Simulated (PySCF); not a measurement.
Compound: benzotrifluoride, C7H5F3.
Z-matrix (Å and degrees, PBE0-D3(BJ)/def2-SVP geometry), rows numbered from 1:
```
F 
C   1  1.3387
F   2  1.3370  1  106.84
F   2  1.3357  1  107.04  3  -115.01
C   2  1.5034  1  111.52  3   122.18
C   5  1.3946  2  120.50  1    97.65
C   6  1.3932  5  119.76  2  -178.11
C   7  1.3936  6  120.12  5    -0.10
C   8  1.3949  7  120.03  6    -0.05
C   9  1.3917  8  120.03  7     0.07
H   6  1.0913  5  119.71  2     2.18
H   7  1.0923  6  119.74  5  -179.91
H   8  1.0926  7  120.00  6  -179.83
H   9  1.0923  8  120.15  7  -179.65
H  10  1.0919  5  119.74  2    -2.36
```

Level of theory: PySCF 2.14.0, PBE0-D3(BJ)/def2-SVP geometry optimisation, gas phase.

Take the most abundant isotopes and a rigid rotor. 

Problem. What are A, B and C (MHz)?

Solution. Ia = 176.80, Ib = 533.36, Ic = 622.55 u·Å²; 505379 MHz·u·Å²/I gives A = 2859, B = 947.5, C = 811.8 MHz.

Problem. What kind of rotor is it?

Solution. An asymmetric top. Ray's parameter κ = (2B − A − C)/(A − C) = -0.867; −1 is the prolate and +1 the oblate limit.

Problem. What does the inertial defect say?

Solution. Not planar: Δ = Ic − Ia − Ib = -87.61 u·Å². For a rigid frame Δ = −2 Σ m c², so Σ m c² = 43.80 u·Å² lies off the ab plane: 0.00 from hydrogen and 43.80 from heavier atoms. The atom farthest from that plane is 1.24 Å away.

Problem. Give the coordinates in the principal-axis frame, origin at the centre of mass.

Solution. The sense of each axis is arbitrary; atoms in the order of the calculation.
| atom | mass (u) | a (Å) | b (Å) | c (Å) |
| --- | --- | --- | --- | --- |
| F1 | 18.998 | 1.824 | 0.182 | -1.236 |
| C2 | 12.000 | 1.351 | -0.004 | 0.002 |
| F3 | 18.998 | 1.850 | 0.980 | 0.759 |
| F4 | 18.998 | 1.864 | -1.154 | 0.448 |
| C5 | 12.000 | -0.152 | -0.011 | 0.024 |
| C6 | 12.000 | -0.854 | -1.216 | 0.017 |
| C7 | 12.000 | -2.247 | -1.204 | -0.002 |
| C8 | 12.000 | -2.936 | 0.007 | -0.012 |
| C9 | 12.000 | -2.232 | 1.211 | -0.002 |
| C10 | 12.000 | -0.840 | 1.204 | 0.017 |
| H11 | 1.008 | -0.308 | -2.160 | 0.032 |
| H12 | 1.008 | -2.797 | -2.148 | -0.006 |
| H13 | 1.008 | -4.029 | 0.014 | -0.025 |
| H14 | 1.008 | -2.770 | 2.161 | -0.005 |
| H15 | 1.008 | -0.283 | 2.142 | 0.034 |

Problem. List the rotational levels J(Ka,Kc) to J = 3 (cm⁻¹).

Solution. Above 0(0,0):
J = 1: 1(0,1) 0.0587, 1(1,1) 0.1224, 1(1,0) 0.1270
J = 2: 2(0,2) 0.1758, 2(1,2) 0.2353, 2(1,1) 0.2489, 2(2,1) 0.4401, 2(2,0) 0.4403
J = 3: 3(0,3) 0.3509, 3(1,3) 0.4044, 3(1,2) 0.4316, 3(2,2) 0.6161, 3(2,1) 0.6173, 3(3,1) 0.9463, 3(3,0) 0.9463
The levels of one J sum to (2J + 1)J(J + 1)(A + B + C)/3.

Problem. Predict some low-J microwave lines.

Solution. The dipole components are |μa| = 2.61 D, |μb| = 0.02 D, |μc| = 0.05 D. Intensities carry the squares of the components, which stand as 1.00 : 0.00 : 0.00 (a : b : c). Some lines, for components of 0.1 D or more:

```json
{"type": "a", "branch": "Q", "J(Ka,Kc)": "2(1,1) ← 2(1,2)", "MHz": "407", "lower level (cm⁻¹)": "0.235"}
{"type": "a", "branch": "Q", "J(Ka,Kc)": "3(1,2) ← 3(1,3)", "MHz": "814", "lower level (cm⁻¹)": "0.404"}
{"type": "a", "branch": "Q", "J(Ka,Kc)": "4(1,3) ← 4(1,4)", "MHz": "1356", "lower level (cm⁻¹)": "0.630"}
{"type": "a", "branch": "R", "J(Ka,Kc)": "1(0,1) ← 0(0,0)", "MHz": "1759", "lower level (cm⁻¹)": "0.000"}
{"type": "a", "branch": "R", "J(Ka,Kc)": "2(1,2) ← 1(1,1)", "MHz": "3383", "lower level (cm⁻¹)": "0.122"}
{"type": "a", "branch": "R", "J(Ka,Kc)": "2(0,2) ← 1(0,1)", "MHz": "3512", "lower level (cm⁻¹)": "0.059"}
{"type": "a", "branch": "R", "J(Ka,Kc)": "2(1,1) ← 1(1,0)", "MHz": "3654", "lower level (cm⁻¹)": "0.127"}
{"type": "a", "branch": "R", "J(Ka,Kc)": "3(1,3) ← 2(1,2)", "MHz": "5070", "lower level (cm⁻¹)": "0.235"}
{"type": "a", "branch": "R", "J(Ka,Kc)": "3(0,3) ← 2(0,2)", "MHz": "5250", "lower level (cm⁻¹)": "0.176"}
{"type": "a", "branch": "R", "J(Ka,Kc)": "3(2,2) ← 2(2,1)", "MHz": "5278", "lower level (cm⁻¹)": "0.440"}
{"type": "a", "branch": "R", "J(Ka,Kc)": "3(2,1) ← 2(2,0)", "MHz": "5306", "lower level (cm⁻¹)": "0.440"}
{"type": "a", "branch": "R", "J(Ka,Kc)": "3(1,2) ← 2(1,1)", "MHz": "5477", "lower level (cm⁻¹)": "0.249"}
{"type": "a", "branch": "R", "J(Ka,Kc)": "4(1,4) ← 3(1,3)", "MHz": "6752", "lower level (cm⁻¹)": "0.404"}
{"type": "a", "branch": "R", "J(Ka,Kc)": "4(0,4) ← 3(0,3)", "MHz": "6969", "lower level (cm⁻¹)": "0.351"}
{"type": "a", "branch": "R", "J(Ka,Kc)": "4(2,3) ← 3(2,2)", "MHz": "7032", "lower level (cm⁻¹)": "0.616"}
{"type": "a", "branch": "R", "J(Ka,Kc)": "4(3,2) ← 3(3,1)", "MHz": "7051", "lower level (cm⁻¹)": "0.946"}
{"type": "a", "branch": "R", "J(Ka,Kc)": "4(3,1) ← 3(3,0)", "MHz": "7052", "lower level (cm⁻¹)": "0.946"}
{"type": "a", "branch": "R", "J(Ka,Kc)": "4(2,2) ← 3(2,1)", "MHz": "7101", "lower level (cm⁻¹)": "0.617"}
{"type": "a", "branch": "R", "J(Ka,Kc)": "4(1,3) ← 3(1,2)", "MHz": "7294", "lower level (cm⁻¹)": "0.432"}
```

Not checked by PBE0-D3(BJ)/def2-SVP frequencies. Constants of a rigid frame at the computed geometry: no zero-point averaging, no centrifugal distortion.

Time: 92 s; peak memory 0.78 GiB. Hardware: one thread of an Arm Neoverse V1, on a shared host. These figures are those of the optimisation.
